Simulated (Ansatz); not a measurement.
The cluster ScAu₄⁺, relaxed as a singlet with RKS B3LYP-D4/def2-SVP in Ansatz, starting from the GFN1-xTB geometry. Force threshold 0.02 eV/Å.

In the def2 sets Au takes a core potential; there is no spin–orbit coupling. The structure comes from a short search, and lower isomers may exist.

Start:

```xyz
5

Sc   -1.033   -0.946    1.145
Au    1.483   -1.205    0.902
Au   -1.889    0.824   -0.464
Au    0.551   -0.224   -1.686
Au    0.888    1.551    0.103
```

```json
{"step": "1", "energy (eV)": "-35472.8413", "largest force component (eV/Å)": "0.890", "SCF passes": "29"}
{"step": "2", "energy (eV)": "-35473.1155", "largest force component (eV/Å)": "0.670", "SCF passes": "37"}
{"step": "3", "energy (eV)": "-35473.3190", "largest force component (eV/Å)": "0.410", "SCF passes": "33"}
{"step": "4", "energy (eV)": "-35473.5125", "largest force component (eV/Å)": "0.363", "SCF passes": "37"}
{"step": "5", "energy (eV)": "-35473.6131", "largest force component (eV/Å)": "0.319", "SCF passes": "37"}
{"step": "6", "energy (eV)": "-35473.7441", "largest force component (eV/Å)": "0.399", "SCF passes": "38"}
{"step": "7", "energy (eV)": "-35473.9116", "largest force component (eV/Å)": "0.456", "SCF passes": "31"}
{"step": "8", "energy (eV)": "-35474.0992", "largest force component (eV/Å)": "0.476", "SCF passes": "33"}
{"step": "9", "energy (eV)": "-35474.3108", "largest force component (eV/Å)": "0.456", "SCF passes": "32"}
{"step": "10", "energy (eV)": "-35474.4542", "largest force component (eV/Å)": "0.464", "SCF passes": "31"}
{"step": "11", "energy (eV)": "-35474.5595", "largest force component (eV/Å)": "0.203", "SCF passes": "31"}
{"step": "12", "energy (eV)": "-35474.6179", "largest force component (eV/Å)": "0.196", "SCF passes": "28"}
{"step": "13", "energy (eV)": "-35474.6580", "largest force component (eV/Å)": "0.143", "SCF passes": "30"}
{"step": "14", "energy (eV)": "-35474.6739", "largest force component (eV/Å)": "0.096", "SCF passes": "30"}
{"step": "15", "energy (eV)": "-35474.6756", "largest force component (eV/Å)": "0.051", "SCF passes": "26"}
{"step": "16", "energy (eV)": "-35474.6759", "largest force component (eV/Å)": "0.016", "SCF passes": "26"}
```

Force components are those of the run's own axes.

End:

Cartesian coordinates in Å:
```
Sc -0.391 0.183 0.763
Au 0.633 -2.286 0.478
Au -2.747 0.152 0.207
Au 1.706 -0.269 -0.920
Au 0.800 2.220 -0.528
```

Bonds lost: Au2–Au5, Au3–Au4, Au3–Au5 (atoms count from 1). The end is the same structure that another start reached, the lowest one found.

No frequencies were taken in this run, so the end may be a saddle point.

Run time 77 s (4 threads of Intel Xeon 6975P-C on a shared host), peak host memory 0.59 GiB.
